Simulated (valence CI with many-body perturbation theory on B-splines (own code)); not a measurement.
# Hf XXIII: one-electron terms

Level of theory: relativistic CI+MBPT: four valence electrons over a frozen Dirac-Fock core [Kr] 4d10, radial functions for each j: 8 s, 8 p, 9 d, 9 f, 6 g, 3 h, 2 i, with the one-electron correlation potential Σ1 (screened to all orders), the two-electron term Σ2, the three-electron term Σ3, Breit, model QED; selected single and double excitations, second order for the rest, scaled by the run's own slope (own B-spline code, finite nucleus).

No measured levels were compared; by estimate terms of the open shell hold to a few per cent of their energy, and close levels can change places. Core correlation moves these levels by up to 3300 cm⁻¹, and in measured spectra 5 to 20 % of such shifts remained as error; rates that hang on mixing are uncertain with them. Only levels of the ground parity were solved; by the run's estimate the other parity begins above the list, which can be wrong where configurations are misplaced.

These are the spectroscopic orbitals of the CI (the correlating ones are not listed), shaped by the core and the other valence electrons. h is the expectation value of the core's Dirac-Fock operator, without the valence repulsion; Σ1 is computed up to l = 3 at one energy for each symmetry, that of its lowest orbital but kept below the first core excitation, so for empty shells it is not the orbital's own correlation shift; Breit and QED include the response of the core.

| Orbital | h (hartree) | Σ1 (cm⁻¹) | Breit (cm⁻¹) | QED (cm⁻¹) | ⟨r⟩ (bohr) |
| --- | --- | --- | --- | --- | --- |
| 5s1/2 | -23.924 | -21198 | 2622 | 2207 | 0.8705 |
| 6s1/2 | -14.719 | -6431 | 1186 | 996 | 1.425 |
| 7s1/2 | -10.025 | -3088 | 663 | 563 | 2.096 |
| 5p1/2 | -22.413 | -18891 | 3996 | 24.0 | 0.8995 |
| 6p1/2 | -13.963 | -6179 | 1887 | 11.7 | 1.471 |
| 7p1/2 | -9.5892 | -3044 | 1072 | 7.0 | 2.161 |
| 5p3/2 | -21.557 | -16323 | 2254 | 214 | 0.9384 |
| 6p3/2 | -13.546 | -5648 | 1084 | 103 | 1.518 |
| 7p3/2 | -9.3521 | -2843 | 681 | 59.7 | 2.217 |
| 5d3/2 | -19.098 | -13276 | 1320 | -128 | 1.000 |
| 6d3/2 | -12.309 | -5353 | 716 | -67.2 | 1.605 |
| 7d3/2 | -8.6288 | -2809 | 425 | -39.4 | 2.343 |
| 5d5/2 | -18.924 | -12725 | 768 | -53.6 | 1.011 |
| 6d5/2 | -12.22 | -5177 | 416 | -28.0 | 1.617 |
| 7d5/2 | -8.5774 | -2727 | 251 | -16.4 | 2.357 |
| 4f5/2 | -28.02 | -29601 | 16.0 | -407 | 0.4865 |
| 5f5/2 | -16.061 | -10877 | 148 | -102 | 1.080 |
| 4f7/2 | -27.906 | -29004 | -1083 | -316 | 0.4900 |
| 5f7/2 | -16.022 | -10770 | -161 | -75.6 | 1.083 |
| 5g7/2 | -13.798 |  | -84.0 | -17.7 | 1.119 |
| 5g9/2 | -13.795 |  | -146 | -12.2 | 1.119 |

Among the shells of the start configuration 4f4, Σ1 is largest in size for 4f5/2, where it is 0.48 % of h.

Lowest root of each symmetry, sizes in configuration state functions:

```csv
J,Parity,Roots,Reference,Variational,Second order,Change by selected CI (cm⁻¹),Change by second order (cm⁻¹)
0,even,3,16,8938,2922,-8011,-3
1,even,5,31,22730,34361,-6733,-3
2,even,11,55,25913,94065,-7372,-25
3,even,9,55,23367,81743,-6872,-60
4,even,13,62,24735,41881,-5524,-55
5,even,9,49,23889,40407,-5325,-51
6,even,9,41,24339,33292,-5294,-42
7,even,6,25,23412,145462,-5393,-28
8,even,6,18,24784,106502,-5560,-10
9,even,2,7,17914,76934,-6142,-8
10,even,2,3,13313,4093,-6205,-3
```
